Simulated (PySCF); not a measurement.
Isomers of C2H5N. Gas-phase values, no solvent. One relaxed conformer stands for each flexible species; it need not be the lowest. Strings in code marks are SMILES.

The HOMO–LUMO gap from two functionals at the same geometries (PBE0-D3(BJ)/def2-TZVP), both in PySCF: PBE-D3(BJ)/def2-TZVP and PBE0-D3(BJ)/def2-TZVP. 

```
species      PBE0-D3(BJ)/def2-TZVP (eV)
-----------  --------------------------
`C=CN`                             7.02
`C=NC`                             7.09
`[H]/N=C\C`                        7.60
```

**Question.** What does PBE-D3(BJ)/def2-TZVP give for each?

**Answer.** 
- `C=CN`: 4.88
- `C=NC`: 4.45
- `[H]/N=C\C`: 4.88
Over these rows, drawn at random from the members with no instability flagged (it was tested for open shells, ions and some series alone), PBE minus PBE0-D3(BJ): mean -2.50 eV, from -2.72 eV to -2.14 eV.
